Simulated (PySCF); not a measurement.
## Vertical excitation energies

Species: phosphorus(iii) oxide, P4O6.
SMILES: `O1P2OP3OP1OP(O2)O3`

Computed with PySCF, TDDFT CAM-B3LYP/def2-SVPD, vertical, gas phase, core orbitals frozen in the response. Geometry: GFN2-xTB; no solvent, vibrations or thermal averaging.

| state | E (eV) | E (kJ/mol) | λ (nm) | f | \|μ\| (D) | symmetry | main configurations (H = HOMO, L = LUMO) |
| --- | --- | --- | --- | --- | --- | --- | --- |
| S1 | 6.16 | 595 | 201.2 | 0.0000 | 0.00 | – | H-2/H-1/H→L/L+1 (≥72%) |
| S2 | 6.16 | 595 | 201.2 | 0.0000 | 0.01 | – | H-2/H-1/H→L/L+1 (≥58%) |
| S3 | 6.16 | 595 | 201.2 | 0.0000 | 0.00 | – | H-2/H-1/H→L/L+1 (≥73%) |
| S4 | 6.36 | 614 | 194.8 | 0.089 | 1.92 | T2 | H-2/H-1/H→L/L+1 (≥81%) |
| S5 | 6.36 | 614 | 194.8 | 0.089 | 1.92 | T2 | H-2/H-1/H→L/L+1 (≥92%) |
| S6 | 6.37 | 614 | 194.8 | 0.089 | 1.92 | T2 | H-2/H-1/H→L/L+1 (≥89%) |

Triplets, Tamm–Dancoff:

```tsv
state	E (eV)	λ (nm)	main configurations (H = HOMO, L = LUMO)
T1	5.16	240.1	H-2/H-1/H→L/L+1 (≥55%)
T2	5.16	240.1	H-2/H-1/H→L/L+1 (≥66%)
T3	5.16	240.1	H-2/H-1/H→L/L+1 (≥65%)
```

The lowest singlet level (S1/S2/S3) comes at 201 nm (595 kJ/mol) in the ultraviolet; it is dark (f under 0.0005). The strongest level in the table is S4/S5/S6 at 6.36 eV (195 nm, f = 0.266 summed). It is the last of those listed, so stronger ones may follow. S1/S2/S3 and S4/S5/S6 lie within about 0.01 eV of each other in each set; the point group Td has degenerate representations, and within a degenerate level the listed configurations can mix freely. Löwdin shares by element: HOMO (one of a set within 0.03 eV) phosphorus 37% or more, oxygen 33% or more (atoms not listed hold the other 30%); LUMO (one of a set within 0.03 eV) phosphorus 57% (atoms not listed hold the other 43%). The oscillator strengths of these states sum to 0.266; summed over the whole spectrum of an exact calculation they would give the number of electrons, 108 (Thomas–Reiche–Kuhn). Weighted by f, the mean energy of these states is 6.36 eV. Of the 6 states listed, 3 reach f = 0.01 and 3 stay under 0.0005. Symmetry labels in Td follow from the direction of the transition dipole and are given only for states with f of 0.002 or more. Orbitals of the list HOMO-3 to LUMO+2 that lie within 0.01 eV of each other are written together with a slash and their weights summed (≥ marks a lower bound); for degenerate orbitals outside that list single weights are arbitrary. The window holds the lowest 8 singlets. The highest level found (7.75 eV, f 0.0000 so far) is left out, since the window may have cut off a degenerate partner.
